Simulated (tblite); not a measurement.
Isomers of C5H6ClFO. Method: GFN2-xTB as coded in tblite; computed harmonic values from a numerical Hessian at the method's own geometry, unscaled. Errors from tens to a few hundred cm⁻¹ against measured bands are possible. One conformer each.

Electronic energies: GFN2-xTB at the same geometries; isomer energies are rough at this level and their order can be wrong.

| SMILES | electronic energy, lowest = 0 (kJ/mol) |
| --- | --- |
| C[C@@]1(F)C[C@H]1C(=O)Cl | 14.6 |
| CC/C=C(/F)C(=O)Cl | 47.9 |
| C=CC[C@H](F)C(=O)Cl | 82.6 |
| F[C@H](Cl)COC1=CC1 | 245.2 |
| C=C[C@H](F)CC(=O)Cl | 65.7 |
| O=C(Cl)[C@H]1C[C@H](F)C1 | 0.0 |

How do GFN2-xTB zero-point energies change the relative energies?

```json
{"SMILES": "O=C(Cl)[C@H]1C[C@H](F)C1", "ZPE (kJ/mol)": "265.6", "of it from modes above 1550 cm⁻¹": "119.1", "electronic (kJ/mol)": "0.0", "with ZPE, lowest = 0 (kJ/mol)": "0.0", "lowest mode (cm⁻¹)": "32", "rings": "1"}
{"SMILES": "C[C@@]1(F)C[C@H]1C(=O)Cl", "ZPE (kJ/mol)": "261.5", "of it from modes above 1550 cm⁻¹": "121.1", "electronic (kJ/mol)": "14.6", "with ZPE, lowest = 0 (kJ/mol)": "10.5", "lowest mode (cm⁻¹)": "51", "rings": "1"}
{"SMILES": "CC/C=C(/F)C(=O)Cl", "ZPE (kJ/mol)": "260.0", "of it from modes above 1550 cm⁻¹": "129.1", "electronic (kJ/mol)": "47.9", "with ZPE, lowest = 0 (kJ/mol)": "42.3", "lowest mode (cm⁻¹)": "21", "rings": "0"}
{"SMILES": "C=C[C@H](F)CC(=O)Cl", "ZPE (kJ/mol)": "257.7", "of it from modes above 1550 cm⁻¹": "130.0", "electronic (kJ/mol)": "65.7", "with ZPE, lowest = 0 (kJ/mol)": "57.8", "lowest mode (cm⁻¹)": "32", "rings": "0"}
{"SMILES": "C=CC[C@H](F)C(=O)Cl", "ZPE (kJ/mol)": "258.4", "of it from modes above 1550 cm⁻¹": "129.9", "electronic (kJ/mol)": "82.6", "with ZPE, lowest = 0 (kJ/mol)": "75.4", "lowest mode (cm⁻¹)": "24", "rings": "0"}
{"SMILES": "F[C@H](Cl)COC1=CC1", "ZPE (kJ/mol)": "257.2", "of it from modes above 1550 cm⁻¹": "119.5", "electronic (kJ/mol)": "245.2", "with ZPE, lowest = 0 (kJ/mol)": "236.9", "lowest mode (cm⁻¹)": "37", "rings": "1"}
```

The zero-point energies span 8.4 kJ/mol, from `F[C@H](Cl)COC1=CC1` to `O=C(Cl)[C@H]1C[C@H](F)C1`. The order is unchanged.

What do entropy and thermal enthalpy add at 298.15 K and 1 bar (rigid rotor, harmonic oscillator, one conformer each)?

| SMILES | point group | symmetry number | S (J/(mol K)) | H − H(0) (kJ/mol) | ZPE + H − H(0) − TS (kJ/mol) |
| --- | --- | --- | --- | --- | --- |
| O=C(Cl)[C@H]1C[C@H](F)C1 | C1 | 1 | 382.8 | 23.15 | 174.6 |
| C[C@@]1(F)C[C@H]1C(=O)Cl | C1 | 1 | 380.6 | 24.47 | 172.5 |
| C=C[C@H](F)CC(=O)Cl | C1 | 1 | 402.3 | 25.89 | 163.6 |
| F[C@H](Cl)COC1=CC1 | C1 | 1 | 394.0 | 25.20 | 164.9 |

Not tabulated: `CC/C=C(/F)C(=O)Cl` (lowest mode only 21 cm⁻¹); `C=CC[C@H](F)C(=O)Cl` (lowest mode only 24 cm⁻¹).
